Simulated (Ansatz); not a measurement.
B$_{3}$H$_{3}$O (`BB1BO1`) at its PBE0-D4/def2-TZVP geometry, where that method's forces vanish. Total charge 0; spin multiplicity 1.

```xyz
7

B    -1.2510   -0.5493    0.6328
B     0.0812    0.0021   -0.1206
B     1.4427    0.7382   -0.4814
O     0.7597   -0.0694   -1.3393
H    -2.2702    0.0782    0.6273
H    -1.2167   -1.5366    1.3085
H     2.4544    1.3367   -0.6274
```

Problem. What forces (eV/Å) does PBE-D4/def2-TZVPP give on these atoms in Ansatz? (An estimate is asked.)

Solution. Computed: 
```
B1   0.260  0.113 -0.134
B2  -0.663 -0.191  0.571
B3   0.308  0.295  0.222
O4   0.104 -0.250 -0.753
H5  -0.120  0.070  0.013
H6  -0.004 -0.108  0.089
H7   0.115  0.072 -0.008
```
